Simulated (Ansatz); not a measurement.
```yaml
crystal:
  periodic: [false, false, false]
  atoms:
    - {symbol: B, position_ang: [-1.774894, 0.850524, 0.026722]}
    - {symbol: S, position_ang: [-1.005907, 0.436301, 1.577258]}
    - {symbol: Al, position_ang: [0.900148, -0.457983, 0.893989]}
    - {symbol: N, position_ang: [1.293313, -0.598037, -0.813867]}
    - {symbol: H, position_ang: [-2.850566, 1.365148, 0.073099]}
    - {symbol: H, position_ang: [-1.255833, 0.632418, -1.026684]}
    - {symbol: H, position_ang: [1.913911, -0.974877, 1.984200]}
    - {symbol: H, position_ang: [2.152997, -1.000682, -1.150533]}
    - {symbol: H, position_ang: [0.715232, -0.299111, -1.581284]}
basis:
  gaussian: {orbitals: "6-31++G**", fitting: {mean_field: cc-pVTZ-jkfit}}
magnetization: {spin_polarized: true, initial_magnetization: 0}
hamiltonian: {xc: {name: M06-2X}, dispersion: d4}
output: {forces: true}
```

```sh
$ ansatz run in.yaml --threads 2 --pin off --events-out ev --progress --plain --max-ram 4352MiB
```

Q: How does Ansatz answer? (Best estimate.)

A: Ansatz gave: The input was rejected before any iteration.
```
Error: YAML parse error: error: line 16 column 19: hamiltonian.xc: no functional is named "M06-2X"; the names, which are not case-sensitive, are SVWN5, SPW92, PBE, PBE0, PBEsol, revPBE, revPBE0, RPBE, rPW86-PBE, HSE06, wPBEh, LC-wPBE, HISS, HF, BLYP, B3LYP, B3LYP5, BHLYP, CAM-B3LYP, r2SCAN, r2SCANh, r2SCAN0, r2SCAN50, m-r2SCAN, B97, wB97, wB97X, wB97X-V, B97M-V, wB97M-V, B2PLYP, B2GP-PLYP, PBE0-DH, PBE-QIDH
14 |   gaussian: {orbitals: "6-31++G**", fitting: {mean_field: cc-pVTZ-jkfit}}
15 | magnetization: {spin_polarized: true, initial_magnetization: 0}
16 | hamiltonian: {xc: {name: M06-2X}, dispersion: d4}
17 | output: {forces: true}
```

HSE06 is defined as in plane-wave codes.
